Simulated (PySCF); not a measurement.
A structure optimised at PBE-D3(BJ)/def2-SVP, used in a PySCF frequency run:

```
O
C 1 1.4064
H 2 1.1143 1 108.53
H 2 1.1183 3 106.52 1 123.00
H 2 1.1183 3 106.52 4 114.01
Zn 1 1.7844 2 123.97 3 180.00
Br 6 2.2372 1 173.80 2 180.00
```

Problem. Write its SMILES, formula and point group.

Solution. C[O][Zn][Br], CH3BrOZn, Cs

Problem. What are its rotational constants (standard atomic weights)?

Solution. 39.953, 1.0079, 0.98935 GHz
